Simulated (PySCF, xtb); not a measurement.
CH10O2Si3, SMILES OC[Si@H](O)[SiH2][SiH3]. Other conformers were not sampled.

Harmonic wavenumbers (cm⁻¹) from xtb with GFN2-xTB at its own minimum, in rising order: 20, 33, 75, 102, 125, 174, 195, 266, 324, 339, 356, 406, 459, 460, 495, 559, 596, 645, 669, 730, 765, 785, 802, 819, 832, 841, 873, 1044, 1154, 1213, 1336, 1498, 2112, 2116, 2124, 2168, 2221, 2233, 2879, 2918, 3547, 3630.

Task: What does B3LYP-D3(BJ)/def2-SVP (PySCF) give at its own minimum? (An estimate is asked for; the answer gives what the named calculation found.)

Result: 24, 74, 97, 123, 176, 191, 200, 206, 299, 361, 385, 390, 459, 523, 533, 612, 680, 704, 715, 768, 829, 833, 884, 922, 935, 948, 961, 1069, 1164, 1221, 1350, 1466, 2168, 2183, 2189, 2200, 2224, 2236, 2954, 2996, 3812, 3862. Paired by order, the mean absolute difference is 54 cm⁻¹ and the zero-point energies are 64.2 and 67.1 kcal/mol.
